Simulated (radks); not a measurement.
Species: the ytterbium ion Yb67+. Configuration: [He] 2s1.

All-electron calculation, scalar-relativistic Kohn-Sham, LDA (Slater exchange, VWN5 correlation), spin-polarised, spherical densities, finite nucleus; open shells are filled with parallel spins first (spin-orbit coupling, left out, can overturn this in heavy ions); Fermi nuclear charge, rms radius 5.3108 fm. Program: a radial shooting solver on a logarithmic mesh with Libxc functionals.

Energy parts (hartree):
part                       energy
total                  -5852.1705
kinetic                 6765.9097
electron-nucleus      -12703.6044
Hartree                  134.7566
exchange-correlation     -49.2324

Orbitals (lengths in bohr, moments of r in powers of bohr; r(90%) holds 90 % of the orbital's charge):
orbital  occ.  eigenvalue (hartree)  r(90%)      <r^2>
1s up       1             -2550.042  0.0355  0.0005253
1s down     1             -2549.086  0.0355  0.0005250
2s up       1             -634.5894   0.122   0.007416
2s down     0             -630.6760   0.122   0.007432

The highest occupied level is 2s up at -17268.1 eV. The electron density at the nucleus is 9.994e+05 e/bohr^3 (large components only). Summed over all electrons, <r^2> = 0.008466 bohr^2, which gives a Langevin (diamagnetic) susceptibility term of -0.00671 x 10^-6 cm^3/mol.
